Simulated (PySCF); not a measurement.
CH3Cl3Si (SMILES C[Si](Cl)(Cl)Cl), singlet, geometry from GFN2-xTB; MP2/STO-3G (PySCF).

The PySCF input:
```python
from pyscf import gto, scf, mp

mol = gto.M(
    atom='''
C    -2.085393   -0.430024    0.057358
Si   -0.225654   -0.046532    0.006206
Cl    0.680406   -1.195024   -1.390628
Cl    0.067757    1.900728   -0.455550
Cl    0.609762   -0.425689    1.808829
H    -2.266306   -1.469266    0.317442
H    -2.594686    0.186602    0.792742
H    -2.552211   -0.245996   -0.906287
''',
    basis='sto-3g',
    charge=0,
    spin=0,
    verbose=4,
)

mf = scf.RHF(mol)
mf.kernel()

pt = mp.MP2(mf)
pt.kernel()
print('E(MP2) = %.10f' % pt.e_tot)
```

The log (banner, timings and long lists left out):

```
PySCF version 2.14.0

[INPUT] verbose = 4
[INPUT] num. atoms = 8
[INPUT] num. electrons = 74
[INPUT] charge = 0
[INPUT] spin (= nelec alpha-beta = 2S) = 0
[INPUT] symmetry False subgroup None
[INPUT] Mole.unit = angstrom
[INPUT] Symbol           X                Y                Z      unit          X                Y                Z       unit  Magmom
[INPUT]  1 C     -2.085393000000  -0.430024000000   0.057358000000 AA   -3.940821632085  -0.812627586990   0.108390911053 Bohr   0.0
[INPUT]  2 Si    -0.225654000000  -0.046532000000   0.006206000000 AA   -0.426424258913  -0.087932736028   0.011727640329 Bohr   0.0
[INPUT]  3 Cl     0.680406000000  -1.195024000000  -1.390628000000 AA    1.285780993511  -2.258268072282  -2.627906061152 Bohr   0.0
[INPUT]  4 Cl     0.067757000000   1.900728000000  -0.455550000000 AA    0.128042173022   3.591855357292  -0.860864736046 Bohr   0.0
[INPUT]  5 Cl     0.609762000000  -0.425689000000   1.808829000000 AA    1.152283181167  -0.804435624240   3.418191416171 Bohr   0.0
[INPUT]  6 H     -2.266306000000  -1.469266000000   0.317442000000 AA   -4.282697654459  -2.776510344135   0.599878440434 Bohr   0.0
[INPUT]  7 H     -2.594686000000   0.186602000000   0.792742000000 AA   -4.903245919243   0.352626674296   1.498065267440 Bohr   0.0
[INPUT]  8 H     -2.552211000000  -0.245996000000  -0.906287000000 AA   -4.822979802102  -0.464865067739  -1.712634220254 Bohr   0.0

nuclear repulsion = 440.805342727774
number of shells = 26
number of NR pGTOs = 132
number of NR cGTOs = 44
basis = sto-3g
ecp = {}

******** <class 'pyscf.scf.hf.RHF'> ********
method = RHF
initial guess = minao
damping factor = 0
level_shift factor = 0
DIIS = <class 'pyscf.scf.diis.CDIIS'>
diis_start_cycle = 1
diis_space = 8
diis_damp = 0
SCF conv_tol = 1e-09
SCF conv_tol_grad = None
SCF max_cycles = 50
direct_scf = True
direct_scf_tol = 1e-13
Set gradient conv threshold to 3.16228e-05
Initial guess from minao.
init E= -1688.17119257918
  HOMO = -0.39153122871707  LUMO = 0.0935527661415756  gap/eV = 13.19981
cycle= 1 E= -1688.59647300424  delta_E= -0.425  |g|= 0.39  |ddm|=  3.3
  HOMO = -0.40370518907169  LUMO = 0.189851303347327  gap/eV = 16.15149
cycle= 2 E= -1688.67475698691  delta_E= -0.0783  |g|= 0.0889  |ddm|= 1.02
  HOMO = -0.400291920961214  LUMO = 0.248574136961001  gap/eV = 17.65654
cycle= 3 E= -1688.67800328437  delta_E= -0.00325  |g|= 0.0183  |ddm|= 0.17
  HOMO = -0.404042394272279  LUMO = 0.249523745300285  gap/eV = 17.78444
cycle= 4 E= -1688.67829519239  delta_E= -0.000292  |g|= 0.0024  |ddm|= 0.0706
  HOMO = -0.404024375996649  LUMO = 0.249075591753082  gap/eV = 17.77176
cycle= 5 E= -1688.6783000291  delta_E= -4.84e-06  |g|= 0.000484  |ddm|= 0.00907
  HOMO = -0.404111740246382  LUMO = 0.249059987185795  gap/eV = 17.77371
cycle= 6 E= -1688.67830020182  delta_E= -1.73e-07  |g|= 0.000129  |ddm|= 0.0016
  HOMO = -0.404106088308893  LUMO = 0.249066786842241  gap/eV = 17.77374
cycle= 7 E= -1688.67830021382  delta_E= -1.2e-08  |g|= 2.13e-05  |ddm|= 0.000444
  HOMO = -0.404106216894217  LUMO = 0.249060252366253  gap/eV = 17.77356
cycle= 8 E= -1688.67830021428  delta_E= -4.52e-10  |g|= 3.75e-06  |ddm|= 9.16e-05
  HOMO = -0.404106173343837  LUMO = 0.249060528858206  gap/eV = 17.77357
Extra cycle  E= -1688.67830021429  delta_E= -9.55e-12  |g|= 1.42e-06  |ddm|= 1.1e-05
converged SCF energy = -1688.67830021429

******** <class 'pyscf.mp.mp2.RMP2'> ********
nocc = 37, nmo = 44
E(RMP2) = -1688.78111088844  E_corr = -0.102810674153849
E(SCS-RMP2) = -1688.78992764757  E_corr = -0.111627433288768
E_corr(same-spin) = -0.0135523565721357
E_corr(oppo-spin) = -0.0892583175817135
E(MP2) = -1688.7811108884
```
